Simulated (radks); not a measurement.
Results of a calculation; reference values are marked as such.
Br II, configuration [Ar] 3d10 4s2 4p4. Code: a radial shooting solver on a logarithmic mesh with Libxc functionals. Model: Dirac Kohn-Sham, PBEsol, spin-unpolarised, spherical densities, finite nucleus; open shells fill j = l - 1/2 first; Fermi nuclear charge, rms radius 4.1629 fm.

Radial electron density D(r) = 4 pi r^2 rho(r):

```
   r/bohr * D(r) (the largest magnitude, 51.5, reaches the edge; | marks zero)
 0.002456 | *
 0.003198 |   *
 0.004198 |     *
 0.005466 |        *
 0.007175 |             *
 0.009342 |                   *
  0.01226 |                          *
  0.01597 |                                  *
  0.02096 |                                         *
  0.02729 |                                             *
  0.03582 |                                             *
  0.04664 |                                        *
  0.06074 |                                     *
  0.07972 |                                        *
   0.1038 |                                                 *
   0.1363 |                                                      *
   0.1774 |                                               *
   0.2329 |                                 *
   0.3032 |                             *
    0.398 |                                   *
   0.5183 |                                  *
   0.6803 |                      *
   0.8858 |          *
    1.163 |     *
    1.514 |    *
    1.971 |  *
    2.588 | *
     3.37 *
    4.423 *
    5.759 *
```

D(r) has 3 maxima, at r = 0.0300, 0.134, 0.449 bohr, and minima at 0.0622, 0.284 bohr, inside which lie 2.08, 11.00 electrons.
